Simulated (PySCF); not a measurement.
Electron correlation in Si¹²⁺ (silicon, charge +12)

Starting occupation: 1s2. All numbers are calculated (PySCF 2.14, X2C-1e with screened-nucleus spin-orbit coupling, Gaussian nucleus, in an even-tempered Gaussian basis (17 s from 0.76 bohr⁻², ratio 2.6; 10 p from 0.98 bohr⁻², ratio 2.6; 7 d from 1 bohr⁻², ratio 2.8; 3 f from 51 bohr⁻², ratio 2.8)). Frozen: nothing; 2 electrons correlated; the 30 highest virtual spinors left out.

Total MP2 correlation energy: -44.86 mhartree.

With two correlated electrons CCSD is exact within the correlated space (frozen core and kept virtual orbitals).

The virtual space was cut to 52 spinors, which keep -42.25 of the -44.86 mhartree of MP2 correlation.

| level | correlation energy (mhartree) |
| --- | --- |
| CCSD | -43.27 |

Diagnostics: T1 = 1.1e-05, largest double amplitude 0.004.

Cost of the coupled-cluster step: roughly 4 core-seconds, for 2 occupied and 52 virtual spinors.

The coupled-cluster values are those of the cut space; adding the MP2 remainder, -2.61 mhartree, estimates the full space.
